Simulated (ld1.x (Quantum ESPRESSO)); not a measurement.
Scattering properties, TM potential for Pm (Z = 61)

- Element: Pm (Z = 61)
- Generator: ld1.x (Quantum ESPRESSO) 7.5
- Type: norm-conserving Troullier–Martins (Kleinman–Bylander form)
- Functional: LDA (PZ)
- Relativity: scalar-relativistic
- Frozen core: [Kr] 4d10 5s2
- Valence charge: 13
- Reference configuration: 4f5 5p6 5d0.5 6s1.5 6p0
- Partial waves: 5p (bound): rc 2.05 bohr; 5d (bound): rc 2.35 bohr; 4f (bound): rc 1.20 bohr; 6s (bound): rc 3.65 bohr
- Local potential: the s channel
- Core correction: Bessel-smoothed model core inside 1.46 bohr

The phase is arctan(r·u′/u) with u = r·R(r), unwrapped; energies in Ry, scanned from -4 to 5 Ry. A pole is an energy at which the radial function vanishes at the test radius. The pseudo phase is shifted by a multiple of π to meet the all-electron one at the reference energy, and phase errors are pseudo minus all-electron; the curves can meet again beyond the range given. Levels narrower than the energy grid can be missing from the lists of poles.

```csv
channel,radius (bohr),reference energy (Ry),"poles, all-electron","poles, pseudo",unbroken range about the reference energy with phases within 0.05 rad,phase error 1 Ry above the reference energy (rad)
s,3.94,-0.26,"-3.02, 0.72, 4.81","0.66, 3.08",-3.0 to 1.2,-0.019
p,3.94,-1.63,"-1.60, 1.48","-1.60, 2.22",below -0.4,+0.027
d,3.94,-0.12,"0.18, 2.94","0.20, 3.73",below 0.7,+0.085
f,3.94,-0.13,"-0.11, 1.95","-0.11, 2.92",below 0.3,+0.777
```

Phases in the s channel:

```csv
E (Ry),all-electron,pseudo
-4.00,1.434,-1.707
-3.52,1.422,-1.718
-3.04,-1.126,-1.732
-2.56,-1.746,-1.750
-2.08,-1.773,-1.776
-1.60,-1.815,-1.818
-1.12,-1.897,-1.900
-0.64,-2.151,-2.155
-0.16,-3.830,-3.831
0.32,-4.574,-4.584
0.80,-4.730,-4.751
1.28,-4.825,-4.887
1.76,-4.945,-5.361
2.24,-5.292,-7.530
2.72,-7.067,-7.781
3.20,-7.613,-7.874
3.68,-7.741,-7.965
4.16,-7.802,-8.198
4.64,-7.842,-10.411
```
